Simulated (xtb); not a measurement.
xtb input:

```bash
xtb mol.xyz --gfn 1 --sp --chrg 0 --uhf 0
```
mol.xyz:
```
6

N     -2.39819070    -0.29957714     0.03108249
Al    -0.66084887    -0.08255191     0.00856513
Br     0.20388428     1.98762381    -0.15971657
Br     0.69049768    -1.87589943     0.14812466
H     -3.06612091     0.45264809    -0.02715683
H     -2.85887725    -1.19278690     0.10394959
```

Problem. Predict the final energy.

Solution. -13.48728 Eh (GFN1-xTB).
